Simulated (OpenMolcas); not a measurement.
**Mn5+, Tc5+, Re5+: d² down the group**

* Program: OpenMolcas 26.06
* Method: SS-RASPT2, IPEA 0.25 Eh, imaginary shift 0.1 Eh
* Basis: ANO-R2
* Scalar Hamiltonian: X2C, finite nucleus
* Spin-orbit coupling: RASSI with atomic mean-field integrals over the reference wave functions, term energies averaged over their components

Active space for each ion: 8 electrons in 8 orbitals (RAS1 p, at most 2 holes; RAS2 d); closed shells correlated by CASPT2: Mn5+ 3s; Tc5+ 4s; Re5+ 5s.

Computed levels in cm-1 above ³F₂:

```json
{"Level": "³F₃", "Mn5+": "770", "Tc5+": "2200", "Re5+": "8890"}
{"Level": "³F₄", "Mn5+": "1738", "Tc5+": "4610", "Re5+": "15740"}
{"Level": "¹D₂", "Mn5+": "15640", "Tc5+": "11790", "Re5+": "17250"}
{"Level": "³P₀", "Mn5+": "18560", "Tc5+": "12880", "Re5+": "14880"}
{"Level": "³P₁", "Mn5+": "18830", "Tc5+": "13820", "Re5+": "20190"}
{"Level": "³P₂", "Mn5+": "19450", "Tc5+": "16040", "Re5+": "29210"}
{"Level": "¹G₄", "Mn5+": "26040", "Tc5+": "18990", "Re5+": "27990"}
{"Level": "¹S₀", "Mn5+": "59800", "Tc5+": "42860", "Re5+": "51780"}
{"Level": "weight of ³F in the lowest level (%)", "Mn5+": "100", "Tc5+": "98", "Re5+": "87"}
```

Mixed levels, with the weight of the term that names them: Re5+ ¹D₂ (52 %), Re5+ ³P₂ (61 %).

Measured, with the error of the calculation in %. Measured levels: Mn5+ from Corliss and Sugar, J. Phys. Chem. Ref. Data 6, 1253 (1977).

```json
{"Level": "³F₃", "Mn5+": "746 (+3.2)"}
{"Level": "³F₄", "Mn5+": "1669 (+4.1)"}
{"Level": "¹D₂", "Mn5+": "15336 (+2.0)"}
{"Level": "³P₀", "Mn5+": "17782 (+4.4)"}
{"Level": "³P₁", "Mn5+": "18057 (+4.3)"}
{"Level": "³P₂", "Mn5+": "18628 (+4.4)"}
{"Level": "¹G₄", "Mn5+": "25511 (+2.1)"}
```

The fine-structure level ³F₄ changes by a factor of 9.06 from Mn5+ to Re5+.

Without spin-orbit coupling ¹D lies 14720, 9630, 8530 cm-1 above ³F in that order; the difference to the level ¹D₂, of either sign, comes from spin-orbit coupling, which also lowers the zero.

CASPT2 does not keep the components of a term degenerate, so their means are used; among the terms shown or strongly mixed into the levels shown the widest spread is 410 cm-1 (3d² ³F, Mn5+). Active for correlation alone: 3p; no level in the range computed is led by a configuration that opens it, so any true level of that kind is missing (holds for Mn5+). Active for correlation alone: 4p; no level in the range computed is led by a configuration that opens it, so any true level of that kind is missing (holds for Tc5+). Active for correlation alone: 5p; no level in the range computed is led by a configuration that opens it, so any true level of that kind is missing (holds for Re5+). Computed and measured levels are paired by configuration, term and J; levels that our copy of the source lacks, or whose pairing is in doubt (as where it misses far off the trend of its configuration), stay unpaired and out of the deviations. Only configurations of the active space appear.
